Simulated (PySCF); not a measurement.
## Vibration and rotation of SbH⁺

PBE0 constants of SbH⁺, ²Π (doublet), unpaired electrons π ↑ (Sb cc-pVTZ-PP with ECP28, H cc-pVTZ; scalar-relativistic core potentials (PySCF 2.14); masses 120.9038 and 1.0078 u):

| Quantity | Value |
| --- | --- |
| ωe | 1993.0 cm⁻¹ |
| ωexe | 27.5 cm⁻¹ |
| Be | 5.7265 cm⁻¹ |
| αe | 0.131 cm⁻¹ |
| De to Sb⁺ + H | 2.70 eV |

Problem. What force constant and bond length do these constants imply?

Solution. Reduced mass μred = 0.99949 u; k = 5.8918×10⁻⁷·μred·ωe² (u, cm⁻¹, mdyn/Å) = 2.34 mdyn/Å; Re = √(16.8576/(μred·Be)) (u, cm⁻¹, Å) = 1.716 Å.

Problem. Estimate the centrifugal constant D from the Kratzer relation and find the Dunham coefficient a1.

Solution. D = 4Be³/ωe² = 0.000189 cm⁻¹; a1 = −1 − αeωe/(6Be²) = -2.33.

Spin–orbit coupling is left out, which matters for elements this heavy, above all for dissociation energies. For an ion De counts to the pair picked by the measured ionisation energies or electron affinities, which need not be the lowest pair at this level. The state is the lowest determinant that a PBE0 search found; another state may lie lower at other levels.
